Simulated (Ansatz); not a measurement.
FH₃SeSi₂ (`F[SiH]1[SiH2][Se]1`), relaxed with RKS PBE0-D4/def2-TZVP in Ansatz 0.2.0 from a PBE-D4/def2-SVP geometry. The force threshold is 0.005 eV/Å; the program also tests the step.

Charge 0, multiplicity 1.

Start:

```xyz
7

F    -0.364    2.365    0.280
Si   -0.569    0.878   -0.383
Si    0.761   -0.859    0.224
Se   -1.464   -0.740    0.958
H    -1.217    1.090   -1.714
H     1.068   -2.021   -0.677
H     1.784   -0.714    1.313
```

```
step  energy (eV)  largest force (eV/Å)  largest move (Å)
   1  -83858.0010                 1.172             0.000
   2  -83858.0427                 0.733             0.028
   3  -83858.0539                 0.142             0.035
   4  -83858.0553                 0.031             0.023
   5  -83858.0554                 0.018             0.005
   6  -83858.0555                 0.005             0.005
   7  -83858.0555                 0.002             0.002
```

End:

```xyz
7

F    -0.367    2.322    0.272
Si   -0.558    0.877   -0.378
Si    0.754   -0.849    0.221
Se   -1.442   -0.727    0.946
H    -1.202    1.080   -1.691
H     1.054   -1.997   -0.667
H     1.762   -0.707    1.297
```

Run time 3.4 min (2 threads of an Intel Xeon on a shared host); peak host memory 0.47 GiB.
